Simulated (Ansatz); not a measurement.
One change: `CC1[SiH2]B1Cl` becomes `CC1B[SiH2]1`.

Ansatz, PBE0-D4/def2-TZVP geometries, multiplicity 1. 

```tsv
property	`CC1[SiH2]B1Cl`
HOMO energy (PBE/def2-TZVPP) / eV	-5.74
LUMO energy (PBE/def2-TZVPP) / eV	-2.45
HOMO energy (PBE0/def2-TZVPP) / eV	-6.81
size of the dipole moment (PBE/def2-TZVPP) / D	1.54
HOMO–LUMO gap (ωB97M-V/def2-TZVPP) / eV	9.28
HOMO energy (ωB97M-V/def2-TZVPP) / eV	-8.86
```

Task: Give the same properties after the change, and the shifts. (An estimate is asked.)

Result: The calculation gave: 
```json
{"property": "HOMO energy (PBE/def2-TZVPP) / eV", "`CC1B[SiH2]1`": "-5.79", "shift": "-0.05"}
{"property": "LUMO energy (PBE/def2-TZVPP) / eV", "`CC1B[SiH2]1`": "-2.22", "shift": "0.23"}
{"property": "HOMO energy (PBE0/def2-TZVPP) / eV", "`CC1B[SiH2]1`": "-6.76", "shift": "0.05"}
{"property": "size of the dipole moment (PBE/def2-TZVPP) / D", "`CC1B[SiH2]1`": "1.18", "shift": "-0.36"}
{"property": "HOMO–LUMO gap (ωB97M-V/def2-TZVPP) / eV", "`CC1B[SiH2]1`": "9.40", "shift": "0.12"}
{"property": "HOMO energy (ωB97M-V/def2-TZVPP) / eV", "`CC1B[SiH2]1`": "-8.81", "shift": "0.05"}
```

With PBE0 the HOMO rises by 0.05 eV and the LUMO rises by 0.24 eV, so the gap widens by about 0.19 eV. PBE moves the HOMO by -0.05 eV and ωB97M-V by 0.05 eV. Dipoles are sizes alone; their direction can turn.
